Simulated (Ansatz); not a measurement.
`[OH][Al]([Br])[O][SiH3]` → `O[SiH](Br)[O][AlH2]`  (isomerisation)

Computed with Ansatz on PBE0-D4/def2-TZVP structures; ΔE is electronic, products minus reactants. CCSD(T)/CBS is the MP2 limit (def2-TZVPP, def2-QZVPP) plus CCSD(T) − MP2 in def2-TZVPP, frozen cores. For Br outer-core shells are correlated without core-valence functions, which leaves a few kJ/mol of doubt a bond. Scalar relativity is left out up to krypton. One conformer a species, not always the lowest.

```json
{"species": "`[OH][Al]([Br])[O][SiH3]`", "MP2/def2-TZVPP energy (Eh)": "-3256.60572"}
{"species": "`O[SiH](Br)[O][AlH2]`", "MP2/def2-TZVPP energy (Eh)": "-3256.57463"}
```

Question: Work out ΔE.

Answer: ΔE = (-3256.57463) − (-3256.60572) = 0.03109 Eh = +19.5 kcal/mol. CCSD(T)/CBS gives +18.5 kcal/mol.

Largest T1 diagnostic among the species: 0.010.

The D4 term adds −0.9 kcal/mol with B3LYP and −0.4 kcal/mol with PBE0; it sums over pairs of atoms, weighted by their polarisabilities, and B3LYP, whose exchange is more repulsive, gets the larger term.

B3LYP here is the variant with VWN-RPA as its local correlation; programs differ in this.
